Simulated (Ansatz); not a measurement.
Frontier orbitals of Br$_{2}$ClHSn, SMILES `[Cl][SnH]([Br])[Br]`.

```xyz
5

Cl   -0.102   -2.247    0.256
Sn   -0.172    0.040   -0.033
Br    0.703    1.070    2.012
Br    1.331    0.596   -1.887
H    -1.760    0.540   -0.349
```

Charge 0, multiplicity 1. Correlated methods include outer-core shells of Br, Sn, which these sets cover unevenly. Scalar relativity is left out up to krypton. Sn takes the def2 core potential. The geometry is a stationary point of PBE0-D4/def2-TZVP. Basis def2-TZVPP, Ansatz 0.2.0.

Orbital energies of one run (eV). Highest occupied ones, from the top: -7.49, -7.61, -7.65, -7.79, -8.08, -8.14, -9.53, -9.66, -9.82, -13.41, -19.35, -19.63, -20.53, -27.37. Empty: -3.36, -1.45, -1.44, 0.05, 1.65, 1.70.

Q: Which functional gave them?
A. PBE
B. r2SCANh
C. PBE0
D. BHLYP

A: A. HOMO energies: PBE -7.49, r2SCANh -8.32, BHLYP -9.91, PBE0 -8.79 eV.
